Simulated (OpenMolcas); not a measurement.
# Levels of Ar2+ by method

- Program: OpenMolcas 26.06
- Basis: ANO-RCC [8s7p5d4f2g]
- Scalar Hamiltonian: DKH2, point nucleus
- Active space: 6 electrons in 9 orbitals (RAS2 3s 3p; RAS3 3d, at most 2 electrons)
- State averaging: 2S+1 = 3 even, 3 roots; 2S+1 = 1 even, 7 roots; 2S+1 = 3 odd, 3 roots; 2S+1 = 1 odd, 3 roots
- Spin-orbit coupling: state interaction with AMFI integrals over the reference wave functions, term energies averaged over their components

Methods on the same reference wave functions:
A. RASSCF
B. SS-RASPT2, IPEA 0.25 Eh, imaginary shift 0.1 Eh (closed shells correlated: 2s 2p)
C. MS-RASPT2, IPEA 0.25 Eh, imaginary shift 0.1 Eh (closed shells correlated: 2s 2p)

Energies in eV above 3s² 3p⁴ ³P₂, the measured ground level; measured values from Saloman, J. Phys. Chem. Ref. Data 39, 033101 (2010).

| Level | A | B | C | Measured |
| --- | --- | --- | --- | --- |
| 3s² 3p⁴ ³P₂ | 0.0000 | 0.0000 | 0.0000 | 0.0000 |
| 3s² 3p⁴ ³P₁ | 0.1242 | 0.1247 | 0.1247 | 0.1379 |
| 3s² 3p⁴ ³P₀ | 0.1776 | 0.1778 | 0.1777 | 0.1947 |
| 3s² 3p⁴ ¹D₂ | 2.0011 | 1.747 | 1.746 | 1.7370 |
| 3s² 3p⁴ ¹S₀ | 4.3479 | 4.129 | 4.110 | 4.1244 |
| 3s 3p⁵ ³P°₂ | 14.2298 | 14.356 | 14.356 | 14.1095 |
| 3s 3p⁵ ³P°₁ | 14.3421 | 14.468 | 14.468 | 14.2331 |
| 3s 3p⁵ ³P°₀ | 14.4000 | 14.526 | 14.526 | 14.2988 |

Deviations, from unrounded energies. A percentage is the sum of absolute deviations over the sum of measured energies, with the sign that they share, or ± where signs differ.

```json
{"Against measurement": "mean absolute deviation (cm-1)", "Levels": "7", "A": "980", "B": "870", "C": "880"}
{"Against measurement": "fine structure of the ground term (%)", "Levels": "2", "A": "-9.3", "B": "-9.1", "C": "-9.1"}
{"Against measurement": "other terms of the ground configuration (%)", "Levels": "2", "A": "+8.3", "B": "+0.3", "C": "±0.4"}
{"Against measurement": "other configurations (%)", "Levels": "3", "A": "+0.8", "B": "+1.7", "C": "+1.7"}
```

B, C lie about equally close to measurement and A furthest from it. The largest miss of B in the table is 3s 3p⁵ ³P°₂, by +2000 cm-1. The ranking rests on the paired levels alone, and a cruder setting can come out closer through cancelling errors.

Between B and C the level of the table that moves most is 3s² 3p⁴ ¹S₀, by 150 cm-1 (lowest in C, highest in B). Moves below CASPT2's spread within the term are not significant.

The two smallest mean deviations differ by little beside CASPT2's spread within terms, so their order carries little weight.

From A to B the spin-free energies of the other terms of 3s² 3p⁴ shown, above ³P, scale by factors of 0.87 to 0.95.

The lowest spin-free term lies below A's lowest term by 0.237 hartree in B, 0.237 hartree in C.

CASPT2 does not keep the components of a term degenerate, so their means are used; among the terms shown or strongly mixed into the levels shown the widest spread is 150 cm-1 (3s² 3p⁴ ¹D, C). The run also gave levels led by 3s 3p⁴ 3d, 3s² 3p³ 3d, which use shells meant for correlation; these and all levels above them are left out. Some terms mix strongly with configurations of 3d, whose occupation reaches 0.26 (3s 3p⁵ ³P°). Measured partners are found by configuration, term and J. A level has none where our copy of the source lacks it or the pairing is in doubt (some pairs that miss far off the trend of their configuration count as doubtful), and it then counts in no deviation. Only configurations of the active space appear. The table leaves out levels that lie high or whose names do not pair safely across all columns.

° marks odd parity.
